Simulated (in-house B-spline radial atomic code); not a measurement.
RPA and G0W0 for the rhenium ion Re²⁺, [Xe] 4f14 5d5, highest spin, as one setting changes: the share of exact exchange in the PBE hybrid start. A dash marks a level of low quasi-particle weight. Computed with an all-electron radial atomic-structure program (B-spline basis): all electrons, scalar-relativistic (spin-free one-electron X2C), finite nucleus, each spin shell either full or empty, empty states to l = 9 with an (l + 1/2)⁻⁴ tail; G0W0 by contour deformation at full frequency.

Without the two-electron picture change, the correlation of inner shells comes somewhat too large for so heavy an element.

```csv
share of exact exchange in the PBE hybrid start,mean-field level (eV),G0W0 level (eV),RPA correlation (Eh)
0,-22.658,5d up -28.612,-6.6069
0.1,-23.279,5d up -28.726,-6.5548
0.2,-23.907,-,-6.505
0.3,-24.541,5d up -28.386,-6.457
0.4,-25.181,5d up -28.470,-6.4105
0.5,-25.828,5d up -28.487,-6.3652
0.6,?,?,?
0.7,?,?,?
0.8,-27.806,5d up -28.440,-6.2362
0.9,-28.478,5d up -28.409,-6.1952
1,-29.156,5d up -28.374,-6.1551
```

Problem. What belongs in the row for 0.7?

Solution. mean-field level (eV): -27.141; G0W0 level (eV): 5d up -28.465; RPA correlation (Eh): -6.2781.

Problem. What belongs in the row for 0.6?

Solution. mean-field level (eV): -26.481; G0W0 level (eV): 5d up -28.482; RPA correlation (Eh): -6.3211.

Problem. At what share of exact exchange does G0W0 leave the highest level unchanged?

Solution. Near 0.89, where the shift changes sign (-0.633 eV at 0.8, +0.069 eV at 0.9).
